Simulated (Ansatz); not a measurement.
Ideal-gas functions of C2H3BF2, SMILES `C=CB(F)F` at 298.15 K and 1 bar, from an Ansatz frequency run at PBE0-D4/def2-TZVP.

Molar mass 75.85 g/mol, point group Cs (symmetry number 1), electronic degeneracy 1, moments of inertia 52.415, 131.321, 183.737 u Å². Harmonic wavenumbers (cm⁻¹, unscaled): 107, 206, 427, 432, 521, 744, 779, 1032, 1033, 1054, 1271, 1352, 1415, 1465, 1693, 3146, 3171, 3233.

Use S(trans) = R[1.5 ln M + 2.5 ln T − 1.1517]; rotational temperatures θ = 24.2544 K / I; S(rot) = R[ln(√π/σ · √(T³/θAθBθC)) + 1.5]; for each mode x = 1.438777 ν̃/T, S = R[x/(eˣ − 1) − ln(1 − e⁻ˣ)] and H = RT x/(eˣ − 1); 1 cm⁻¹ = 0.0119627 kJ/mol; R = 8.31446 J/(mol·K).

Task: By hand: the entropy, in J/(mol·K).

Result: Translation 162.8. Rotation: θ = 0.4627, 0.1847, 0.132 K, giving 106.9. Vibration, mode by mode: 13.90, 8.70, 3.63, 3.57, 2.54, 1.08, 0.94, 0.34, 0.34, 0.31, 0.13, 0.09, 0.07, 0.06, 0.02, 0.00, 0.00, 0.00, in all 35.7. Electronic 0.0. Sum 305.4 J/(mol·K).

Task: By hand: H − E and G − E in kJ/mol, counted from the electronic energy.

Result: Zero-point energy ½ × 23081 × 0.0119627 = 138.1; thermal vibration 6.2; translation, rotation and pV give 4 RT = 9.9. H − E = 154.2 kJ/mol, and G − E = 154.2 − 298.15 × 305.4/1000 = 63.1 kJ/mol.

Vibration gives 12 % of the entropy, 13.9 J/(mol·K) of it from the mode under 150 cm⁻¹: soft modes count most, and the harmonic formula is weakest for them. The sum counts one conformer and one mirror image; others add a mixing term.
